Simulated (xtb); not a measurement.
Si(OMe)(NH2) (CH5NOSi), SMILES CO[Si]N (connectivity only; charge and spin as stated), neutral, multiplicity 1. All values are semi-empirical tight-binding results from xtb (GFN2-xTB unless named), good for trends rather than for accurate numbers. The structure is a stationary point at GFN2-xTB. One conformer was computed; it need not be the lowest.

Optimised geometry:

Bonded distances (Å): Si1–O2 1.628, Si1–N7 1.718, O2–C3 1.394, C3–H4 1.095, C3–H5 1.092, C3–H6 1.095, N7–H8 1.012, N7–H9 1.005. Bond angles (°): O2–Si1–N7 104.9, Si1–O2–C3 135.1, O2–C3–H4 111.0, O2–C3–H5 108.2, O2–C3–H6 110.9, H4–C3–H5 108.9, H4–C3–H6 108.9, H5–C3–H6 108.9, Si1–N7–H8 125.0, Si1–N7–H9 123.3, H8–N7–H9 111.7.

Estimate the properties. (An estimate is asked for; the answer gives what the named calculation found.)


```json
{
  "point_group_as_xtb_finds_it": "Cs",
  "orbital_gap": "3.73 eV",
  "dipole_moment": "2.43 D",
  "zero_point_energy": "41.1 kcal/mol",
  "G − E(el) at 298.15 K (modified RRHO)": "22.7 kcal/mol",
  "static polarisability (D4 model)": "61.3 bohr³",
  "solvation energy, GFN2-xTB/ALPB(water)": "-0.1 kcal/mol",
  "solvation energy, GFN2-xTB/ALPB(methanol)": "-2.4 kcal/mol"
}
```

Give the atomic charges and the Wiberg bond orders between heavy atoms. (Estimate from the structure and the level; the computed values follow.)

charges (e) Si1 0.41, O2 -0.39, C3 0.06, H4 0.02, H5 0.03, H6 0.02, N7 -0.41, H8 0.14, H9 0.13. Bond orders Si1–O2 1.17, O2–C3 0.99, Si1–N7 1.26.
